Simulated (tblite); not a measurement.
C₆H₁₁NP (charge +1).
SMILES with atom numbers: `[CH2:1]=[CH:2][P@H+:3]([CH3:4])[CH2:5][CH2:6][C:7]#[N:8]` (hydrogens: H9, H10 on C1; H11 on C2; H12 on P3; H13, H14, H15 on C4; H16, H17 on C5; H18, H19 on C6)

Cartesian coordinates in Å at the GFN2-xTB level; atoms count from 1:
```xyz
19
C6H11NP angstrom
C     -1.5265   -0.9421    1.5801
C     -1.3453   -0.7268    0.2838
P     -0.3567    0.6245   -0.3504
C     -1.2960    1.5753   -1.5623
C      1.1870    0.0340   -1.1335
C      1.9561   -0.9368   -0.2201
C      1.8972   -0.4477    1.1363
N      1.7574   -0.0081    2.1816
H     -2.1384   -1.7576    1.9308
H     -1.0691   -0.3245    2.3376
H     -1.8029   -1.3486   -0.4782
H     -0.0310    1.4521    0.7003
H     -1.6037    0.9246   -2.3824
H     -0.6857    2.3879   -1.9574
H     -2.1856    1.9910   -1.0881
H      1.7925    0.9192   -1.3578
H      0.9317   -0.4488   -2.0825
H      1.5114   -1.9362   -0.2413
H      2.9978   -1.0221   -0.5386
```

All values are computed: GFN2-xTB (tblite) harmonic vibrations without scaling, gas phase. Against measured fundamentals such values can be off by several per cent, at times by over 20. Modes of hydrogen on phosphorus can be 10 to 20 % off. One conformer, not necessarily the lowest.

Harmonic wavenumbers (cm⁻¹): 49.6, 74.8, 97.2, 123.0, 160.1, 164.7, 192.5, 208.9, 299.7, 353.1, 373.5, 537.9, 572.0, 656.0, 709.4, 752.2, 773.1, 815.0, 837.1, 877.3, 916.0, 927.2, 933.8, 948.8, 993.2, 1000.2, 1043.3, 1085.1, 1134.1, 1213.8, 1228.7, 1287.5, 1316.6, 1369.2, 1383.8, 1391.1, 1394.8, 1414.5, 1635.1, 2407.9, 2435.8, 2931.7, 2942.0, 2967.1, 2987.0, 2988.2, 2995.0, 2998.1, 3015.5, 3090.1, 3123.9.

A = 2159, B = 1422, C = 1053 MHz; mass 128.063 u (most abundant isotopes); point group C1, symmetry number 1.

What is the zero-point energy?

Half the sum of the wavenumbers: 33063 cm⁻¹ = 94.53 kcal/mol.

What is S at 350 K and 1 bar for an ideal gas of classical rigid rotors and harmonic oscillators?

Translation 41.28, rotation 29.47, vibration 37.74: S = 108.5 cal/(mol K).

And Cp and H(350 K) − H(0)?

Cp = 45.09 cal/(mol K), of which vibrations give 37.14 (their classical limit is 51 R = 101.3); H(350 K) − H(0) = 9.57 kcal/mol without the zero-point energy, 6.79 from vibrations.

Blend soft modes into free rotors: weight 1/[1 + (100 cm⁻¹/ν̃)⁴] for the oscillator and the rest for a rotor with moment μB/(μ + B), μ = h/(8π²ν), B = 10⁻⁴⁴ kg m². What vibrational entropy results?

34.93 cal/(mol K) in place of 37.74, which changes −T·S at 350 K by +0.98 kcal/mol.

What must be added to the electronic energy to get the Gibbs energy at 350 K and 1 bar?

ZPE + [H(350 K) − H(0)] − T·S = 94.53 + 9.57 − 37.97 = 66.13 kcal/mol.

Hindered rotation and anharmonicity are outside this model. Other conformers, if any are populated, would add a mixing term that is left out. The structure is chiral; the term R ln 2 for an equal mix with its mirror image is left out.

Hardware: Arm Neoverse V1, one thread (shared host). The figure is for the frequency step alone.
